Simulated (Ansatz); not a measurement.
Cost and result up the ladder for `C=CCCCCCCCCCS` (34 atoms). Charge 0, multiplicity 1. Geometry: r2SCAN-D4/def2-SVP.

Ansatz on 4 threads of Arm Neoverse V2 on a shared host. Times are rough, and most runs start from the orbitals of an earlier one. r2SCAN0-D4/def2-TZVP serves as the yardstick here, not as an exact answer. Differences are given only for rows in sets of like size (and for xTB, whose basis is part of the method), since another set adds its own error. Binding counts from free atoms at the same level (C triplet, S triplet, H doublet; other spins of the atoms weren't run), without zero-point energy or a counterpoise term.

B3LYP takes the VWN-RPA correlation. Correlated methods freeze 16 core orbitals. The rows differ in basis, and correlated rows in double-zeta sets carry the largest basis error.

Correlated methods converge slowly with the basis, most of all in double-zeta sets.

| level | functions | binding energy per atom (eV) | difference from r2SCAN0-D4/def2-TZVP (eV) |
| --- | --- | --- | --- |
| MP2/def2-SVP | 282 | 4.04 | – |
| BHLYP-D4/def2-TZVP | 510 | 4.07 | -0.07 |
| B3LYP-D4/6-31G | 156 | 4.10 | – |
| PBE0-D4/def2-SVP | 282 | 4.25 | – |
| HF/6-31G | 156 | 3.00 | – |
| PBE-D4/def2-SVP | 282 | 4.29 | – |
| PBE0-D4/def2-TZVP (with forces) | 510 | 4.20 | 0.06 |
| r2SCAN0-D4/def2-TZVP | 510 | 4.14 | 0.00 |
| r2SCAN-D4/def2-TZVP (with forces) | 510 | 4.18 | 0.04 |
| PBE-D4/def2-TZVP | 510 | 4.25 | 0.11 |

Q: Estimate how long each takes.

A: HF/6-31G 2.2 s; B3LYP-D4/6-31G 4.1 s; PBE-D4/def2-SVP 5.5 s; PBE-D4/def2-TZVP 11 s; PBE0-D4/def2-SVP 11 s; MP2/def2-SVP 11 s; r2SCAN-D4/def2-TZVP (with forces) 23 s; BHLYP-D4/def2-TZVP 26 s; r2SCAN0-D4/def2-TZVP 34 s; PBE0-D4/def2-TZVP (with forces) 40 s. On shared hardware such times vary by a factor of up to 3.
